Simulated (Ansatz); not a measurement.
Cost and result for the atomization energy of ClH$_{2}$InSe (`[Cl][InH][SeH]`) (5 atoms, 4 bonds).

The species carries charge 0 and has multiplicity 1. Correlated methods include outer-core shells of In, Se, which these sets cover unevenly. Scalar relativity is left out up to krypton. In: def2 effective core potential. All single points use the PBE0-D4/def2-TZVP geometry. It is one conformer, not always the lowest. Program: Ansatz. All runs use 2 threads of a server CPU on a shared host. Times are those of one run each, without the atoms' runs, and a repeat can differ threefold. Electronic energies, without spin–orbit coupling; frozen cores. CCSD(T)/CBS adds CCSD(T) − MP2 in def2-TZVPP to the MP2 limit, and its time is that of the two runs behind it. T1 = 0.012. With those shells the extrapolation isn't a true limit. B3LYP takes the VWN-RPA correlation (the form of Gaussian; ORCA's B3LYP/G).

CCSD(T)/CBS is a level of theory with its own doubt, some kJ/mol a heavy atom from the limit and from the frozen cores, so smaller differences don't rank the functionals.

```
                            level  functions  wall time
           LDA (SPW92)/def2-TZVPP        168      1.5 s
             revPBE-D4/def2-TZVPP        168      2.3 s
  PBE-D4/def2-TZVPP (with forces)        168      2.8 s
               BLYP-D4/def2-TZVPP        168      2.8 s
                 CCSD(T)/def2-SVP         86        4 s
B3LYP-D4/def2-TZVPP (with forces)        168      6.5 s
            r2SCANh-D4/def2-TZVPP        168      7.5 s
               ωB97X-V/def2-TZVPP        168      9.5 s
                B97M-V/def2-TZVPP        168       12 s
 ωB97M-V/def2-TZVPP (with forces)        168       14 s
                   MP2/def2-QZVPP        301       16 s
               CCSD(T)/def2-TZVPP        168       74 s
                CCSD(T)/CBS(def2)          –       89 s
```

What atomization energy does each give, and how far from CCSD(T)/CBS? (An estimate is asked.)

The calculation gave: 
```
                            level  atomization (kJ/mol)  difference from CCSD(T)/CBS  per bond
           LDA (SPW92)/def2-TZVPP                1340.8                        162.3      40.6
             revPBE-D4/def2-TZVPP                1121.6                        -56.9     -14.2
  PBE-D4/def2-TZVPP (with forces)                1160.2                        -18.3      -4.6
               BLYP-D4/def2-TZVPP                1120.9                        -57.6     -14.4
                 CCSD(T)/def2-SVP                1062.0                       -116.5     -29.1
B3LYP-D4/def2-TZVPP (with forces)                1133.2                        -45.3     -11.3
            r2SCANh-D4/def2-TZVPP                1164.1                        -14.4      -3.6
               ωB97X-V/def2-TZVPP                1176.0                         -2.5      -0.6
                B97M-V/def2-TZVPP                1178.3                         -0.2       0.0
 ωB97M-V/def2-TZVPP (with forces)                1159.5                        -19.0      -4.8
                   MP2/def2-QZVPP                1163.9                        -14.6      -3.6
               CCSD(T)/def2-TZVPP                1133.3                        -45.2     -11.3
                CCSD(T)/CBS(def2)                1178.5                          0.0       0.0
```

From PBE to PBE0 (25 % exact exchange), in def2-TZVPP and without D4, the atomization energy moves by −8.4 kJ/mol: exact exchange takes away binding that semilocal exchange gives to molecules. The D4 term adds +19.5 kJ/mol with B3LYP and +10.2 kJ/mol with PBE0; it sums over pairs of atoms, weighted by their polarisabilities, and B3LYP, whose exchange is more repulsive, gets the larger term. Leaving LDA and LC-ωPBE aside and taking each functional with its dispersion term where it has one, the values, not all of them listed here, spread over 61.6 kJ/mol, from BHLYP-D4 to B97M-V. LDA lies +192.4 kJ/mol from PBE without D4, its usual overbinding.

Spin–orbit coupling would lower the free In atoms strongly, and the atomization energy with them, by more than many differences here. For some Ge, Se and Sn compounds the MP2-based and the directly extrapolated limit differ by 10 to 25 kJ/mol.
